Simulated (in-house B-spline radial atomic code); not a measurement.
Orbital energies and mean radii along the 42-electron series, configuration [Kr] 4d6. The effective charge is n√(-2ε), a non-relativistic measure. Computed with a radial B-spline atomic code at the basis-set limit: Dirac-Hartree-Fock, average of the configuration, finite nuclei.

```tsv
ion	Z	energy of 4s1/2 (Eh)	mean radius of 4s1/2 (bohr)	energy of 4p3/2 (Eh)	mean radius of 4p3/2 (bohr)	energy of 3d3/2 (Eh)	mean radius of 3d3/2 (bohr)	energy of 4d3/2 (Eh)	mean radius of 4d3/2 (bohr)	effective charge of 4s1/2
Ru2+	44	-4.1966	1.0238	-2.8476	1.1355	-12.052	0.38107	-1.1187	1.5041	11.588
Rh3+	45	-5.0518	0.9792	-3.6022	1.0777	-13.74	0.36732	-1.723	1.3547	12.715
Pd4+	46	-5.9981	0.93763	-4.4422	1.0249	-15.566	0.35454	-2.4111	1.241	13.854
Ag5+	47	-7.0282	0.89907	-5.3608	0.977	-17.524	0.34261	-3.1773	1.1497	14.997
Cd6+	48	-8.1379	0.86334	-6.3543	0.9334	-19.609	0.33145	-4.0183	1.0739	16.137
In7+	49	-9.3248	0.8302	-7.42	0.89362	-21.819	0.32099	-4.9319	1.0093	17.274
Sn8+	50	-10.587	0.79941	-8.5564	0.8572	-24.151	0.31116	-5.9163	0.95338	18.406
```

**Question.** How does the screening of 4s1/2 change?

**Answer.** Z less the effective charge goes from 32.41 at Z = 44 to 31.59 at Z = 50.
